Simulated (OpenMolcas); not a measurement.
# Ionisation energies of technetium

| Property | Result |
| --- | --- |
| Program | OpenMolcas 26.06 |
| Basis | ANO-RCC [10s9p8d6f4g2h] |
| Scalar Hamiltonian | DKH2, point nucleus |
| Spin-orbit coupling | RASSI with atomic mean-field integrals over the reference wave functions, term energies averaged over their components |

Active shells in each charge state: the valence d, s shells, with orbitals averaged over the low states. Where CASPT2's correlated closed shells are named, they are those of the first ion.

A. CASSCF
B. SS-CASPT2, IPEA 0.25 Eh, imaginary shift 0.1 Eh (closed shells correlated: 4s 4p)
C. SS-CASPT2, IPEA 0 Eh, imaginary shift 0.1 Eh (closed shells correlated: 4s 4p)
D. SS-CASPT2, IPEA 0.25 Eh, imaginary shift 0.1 Eh (closed shells correlated: 3d 4s 4p)

Energies in eV between the lowest computed levels, named as in B; reference values from the NIST Atomic Spectra Database with their kind.

| From | To | A | B | C | D | Spin-orbit share in B | Reference |
| --- | --- | --- | --- | --- | --- | --- | --- |
| Tc 4d5 5s2 6S 5/2 | Tc+ 4d5 5s 7S3 | 4.739 | 7.366 | 7.514 | 7.358 | +0.000 | 7.119 (measured) |
| Tc+ 4d5 5s 7S3 | Tc2+ 4d5 6S 5/2 | 14.237 | 15.278 | 15.400 | 15.334 | +0.000 | 15.260 (semi-empirical) |

Other lowest levels: A, Tc 4d6 5s 6D 9/2 to 4d5 5s 7S3.

Error against the reference values, in %:

| From | Reference | A | B | C | D |
| --- | --- | --- | --- | --- | --- |
| Tc | measured | -33.4 | +3.5 | +5.5 | +3.4 |
| Tc+ | semi-empirical | -6.7 | +0.1 | +0.9 | +0.5 |

Absolute error against the one measured value: A 2.38 eV, B 0.25 eV, C 0.39 eV, D 0.24 eV.

The lowest level within the active space need not be the ion's true ground level.
